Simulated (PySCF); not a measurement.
**Two-component Hartree-Fock for Co(2+) (cobalt, charge +2)**

Start: [Ar] 3d6 4s1; 3d3/2 filled at m_j = +3/2; 3d5/2 filled at m_j = -3/2, -1/2, +1/2, +3/2, +5/2; 4s1/2 filled at m_j = +1/2. Calculated with PySCF 2.14 in x2c-SVPall-2c with one added diffuse shell each of s, d type (6s5p4d1f, 48 functions): generalised Hartree-Fock with the X2C-1e Hamiltonian and a Gaussian nucleus; one run each with spin-orbit coupling (SO) switched off, then screened by Boettger's factors. This is a chosen level, not necessarily the ground level.

```tsv
spinor shell	electrons	ε, spin-free (eV)	ε, screened SO (eV)	weight of nominal j (screened SO)	rms radius, screened SO (bohr)
1s1/2	2	-7803.3	-7803.3	1.000	0.0649
2s1/2	2	-994.20	-994.18	1.000	0.276
2p1/2	2	-852.19	-862.85	0.987	0.247
2p3/2	4	-852.19	-846.93	0.994	0.249
3s1/2	2	-153.26	-153.25	1.000	0.828
3p3/2	4	-109.48	-108.59	0.829	0.885
3p1/2	2	-109.48	-111.26	0.658	0.882
3d5/2	5	-46.523	-47.586	0.586	1.04
3d3/2	1	-46.523	-41.225	0.789	1.08
4s1/2	1	-26.504	-26.504	1.000	2.73
```

```csv
quantity,spin-free,screened SO
E (hartree),-1390.64771,-1390.66877
M_J,9/2,9/2
⟨J²⟩,24.755,24.755
⟨L²⟩,6.004,6.013
⟨S²⟩,8.751,8.745
```

Each row is a mean over spinors that exchange with the open shell spreads, by up to 17.116 eV (3p3/2).

Rows whose weight is well below 1 are mixtures of j = l ± 1/2: exchange outweighs spin-orbit coupling there, and the label is only the starting occupation.

Without spin-orbit coupling the j labels of p, d and f shells carry no meaning; the spin-free column gives the mean over the occupied spinors of each nl shell.
